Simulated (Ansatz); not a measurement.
System: HTe, charge 0, doublet. HTe (SMILES [TeH], doublet).
B3LYP-D3(BJ)/def2-TZVP minimum from Ansatz (a quantum-chemistry and plane-wave program):
```
Te
H 1 1.6645
```
Charge 0, spin multiplicity 2.

Total energies in def2-QZVPP, 7 correlated electrons, 9 frozen orbitals. UHF or UKS for unpaired electrons; spin-orbit terms are left out. Correlated methods leave the cores frozen (noble-gas shells, and filled d and f shells in the p block). Past Kr the def2 sets carry scalar-relativistic core potentials. Spin-orbit terms, left out, reach several kcal/mol for Br and I, and more for heavier atoms.

```
method    program  energy (Eh)  minus CCSDT(Q) (mEh)
--------  -------  -----------  --------------------
HF         Ansatz   -267.57643                154.76
MP2        Ansatz   -267.70460                 26.58
CCSD       Ansatz   -267.72465                  6.54
CCSD(T)    Ansatz   -267.73024                  0.95
CCSDT(Q)   Ansatz   -267.73119                  0.00
```

Rough core times of Ansatz's runs on a shared machine: CCSD(T) 20 s, CCSDT(Q) 9 min.
